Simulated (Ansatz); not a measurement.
`[CH2]1[Se][SnH2]1`, charge 0, multiplicity 1.

Q: Give a relaxed structure at PBE0-D4/def2-TZVP (the Gaussian-basis code of Ansatz). (Best estimate.)

A: Computed: 
```xyz
7

C     0.706   -0.439    0.692
Se   -0.625   -1.798    0.072
Sn   -0.571    0.597   -0.636
H     1.717   -0.653    0.362
H     0.626   -0.218    1.751
H    -0.062    0.912   -2.220
H    -1.789    1.600   -0.021
```
Point group Cs.
